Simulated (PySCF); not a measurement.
GeH₂ClBr, SMILES [Br][GeH2][Cl].

Coordinates come from a r2SCAN-D4/def2-SVP optimisation.

Calculation: PBE/def2-TZVPD in PySCF.

Symmetry labels are those of the subgroup Cs that the program uses (full group Cs).

Computed valence orbital energies around the gap with their symmetry:
| orbital | symmetry | energy (eV) |
|---|---|---|
| HOMO−7 | A' | -14.20 |
| HOMO−6 | A" | -9.95 |
| HOMO−5 | A' | -9.88 |
| HOMO−4 | A' | -9.59 |
| HOMO−3 | A' | -7.98 |
| HOMO−2 | A" | -7.88 |
| HOMO−1 | A' | -7.46 |
| HOMO | A" | -7.35 |
| LUMO | A' | -2.16 |
| LUMO+1 | A' | -1.32 |
| LUMO+2 | A' | -0.71 |
| LUMO+3 | A" | 0.27 |
